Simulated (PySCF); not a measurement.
carbazole (C₁₂H₉N), SMILES c1ccc2c(c1)[nH]c1ccccc12.

Coordinates come from a B3LYP-D3(BJ)/def2-SVP optimisation.

All values below come from B3LYP-D3(BJ)/def2-SVP run with PySCF.

Harmonic, unscaled wavenumbers; measured fundamentals usually lie a few per cent lower.

Problem. Estimate the vibrational spectrum. (An estimate is asked for; the answer gives what the named calculation found.)

Solution. 
```tsv
mode	ν (cm⁻¹)	IR (km/mol)	moving atoms (share of kinetic energy)
1	107	2.6	C 77 %, H 14 %, N 10 %
2	152	0.0	C 79 %, H 21 %
3	221	0.3	C 78 %, H 16 %
4	297	0.0	C 86 %, H 14 %
5	307	0.0	C 47 %, N 43 %, H 10 %
6	423	72.9	H 91 %
7	438	5.1	C 73 %, H 27 %
8	439	1.1	C 91 %
9	461	0.0	C 71 %, H 29 %
10	521	4.1	C 81 %, H 17 %
11	565	0.1	C 74 %, N 18 %
12	586	10.3	C 65 %, H 25 %, N 11 %
13	594	0.0	C 78 %, H 22 %
14	632	5.7	C 92 %
15	672	0.7	C 74 %, N 17 %, H 8 %
16	751	82.0	H 70 %, C 30 %
17	761	0.0	H 74 %, C 26 %
18	764	0.0	C 86 %, H 12 %
19	786	18.9	C 66 %, H 30 %
20	811	0.0	C 60 %, H 40 %
21	867	2.2	C 60 %, N 22 %, H 18 %
22	874	0.6	H 65 %, C 34 %
23	887	0.0	C 53 %, H 47 %
24	890	0.2	C 57 %, N 32 %, H 10 %
25	961	1.6	H 71 %, C 29 %
26	964	0.0	H 68 %, C 32 %
27	1003	0.0	H 74 %, C 26 %
28	1004	0.0	H 75 %, C 25 %
29	1022	4.8	C 94 %
30	1039	0.3	C 55 %, H 45 %
31	1041	5.2	H 53 %, C 47 %
32	1125	4.3	H 59 %, C 39 %
33	1135	5.2	H 72 %, C 28 %
34	1162	5.2	H 90 %, C 9 %
35	1168	0.3	H 92 %, C 8 %
36	1231	0.1	H 72 %, C 27 %
37	1232	5.7	C 55 %, H 41 %
38	1266	67.9	C 55 %, H 36 %, N 9 %
39	1319	1.3	C 58 %, H 31 %, N 12 %
40	1337	2.5	C 57 %, H 41 %
41	1366	90.7	C 60 %, H 34 %
42	1395	6.1	C 84 %, H 16 %
43	1438	1.6	C 59 %, H 29 %, N 12 %
44	1486	37.4	C 73 %, H 23 %
45	1494	30.0	C 65 %, H 35 %
46	1525	0.3	C 77 %, H 22 %
47	1538	42.8	C 67 %, H 22 %, N 11 %
48	1633	0.0	C 92 %, H 8 %
49	1636	1.0	C 90 %, H 8 %
50	1670	45.9	C 89 %
51	1689	4.1	C 95 %
52	3174	0.0	H 92 %
53	3174	1.7	H 92 %
54	3180	3.1	H 92 %, C 8 %
55	3182	1.2	H 92 %, C 8 %
56	3189	3.3	H 91 %, C 9 %
57	3190	38.3	H 91 %, C 9 %
58	3200	33.2	H 91 %, C 9 %
59	3200	3.3	H 91 %, C 9 %
60	3669	64.7	H 93 %
```
